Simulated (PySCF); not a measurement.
# Excitation energy of S²⁺ by level of theory

S²⁺ [Ne] 3s2 3p2 (3P) → S²⁺ [Ne] 3s1 3p2 4s1 (5P), as a difference of total energies. Calculation: PySCF 2.14, in dyall-acv3z (19s12p6d4f, 113 functions); the non-relativistic Hamiltonian (point nucleus). Correlated levels: valence: [Ne] frozen; valence and next inner shell: 1s2 frozen; virtual orbitals above 40 to 60 times the deepest correlated orbital energy dropped. The calculations carry no spin-orbit coupling.

```tsv
method	excitation energy (eV)
UHF	24.609
LDA	26.249
PBE	26.175
PBE0	26.136
r2SCAN	25.871
r2SCANh	25.881
PBEsol	26.035
TPSS	26.311
MP2 (valence)	25.942
SCS-MP2 (valence)	26.439
MP2 (valence and next inner shell)	26.179
SCS-MP2 (valence and next inner shell)	26.618
```

Task: How much does correlation contribute at MP2 (valence and next inner shell)?

Result: 26.179 − (24.609) = 1.570 eV, measured against UHF.

A first-order spin-orbit estimate (lowest level to lowest level, LS coupling) adds 0.009 eV.

The promoted electron is Rydberg-like, and one or two diffuse shells describe it only roughly, which tends to raise the upper state.
